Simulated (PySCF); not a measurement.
An unknown shows these calculated signals:

1H NMR (600 MHz, computed): δ 3.64 (s, 6H), 0.90 (m, 6H), 0.87 (m, 1H).

13C{1H} NMR (computed): δ 52.2 (CH3), 19.2 (CH3), 12.3 (CH).

Relativity neglected, rapidly exchanging positions averaged, gas phase, one conformer. CAM-B3LYP/pcSseg-1 with gauge-including orbitals; coordinates at the PBE0-D3(BJ)/def2-SVP level; PySCF 2.14.0 with density-fitted response routines.

Referencing at the same level of theory: TMS for 1H, 13C.

Task: Which of these does the molecule contain: a (CH3)2CH unit, a heteroaromatic ring, a CH3CH2 unit, a C≡C triple bond?

Result: 
- A (CH3)2CH unit: yes (δC 19.2, 12.3; δH 0.90 (m), 0.87 (m)).
- A heteroaromatic ring: no.
- A CH3CH2 unit: no.
- A C≡C triple bond: no.

The data belong to SMILES C(B(OC)OC)(C)C, C₅H₁₃BO₂; they needn't prove each group on their own.

Carbon signals by region: 1 at 50–100 ppm, 2 below 50 ppm.

A carbon bonded to boron is broadened by the quadrupolar boron nucleus and is often missing from a measured spectrum. Shifts are as computed, not scaled to solution data. Of 1211 compounds with measured shifts, 218 miss one by over three times the rms of a fit or turn the order of signals round; such compounds aren't used in these exercises. No couplings were computed; multiplicities are counted from neighbouring protons, with m where these are inequivalent, close in shift, in a saturated or five-membered ring or joined by F or P, and br s for small geminal =CH2 splittings.
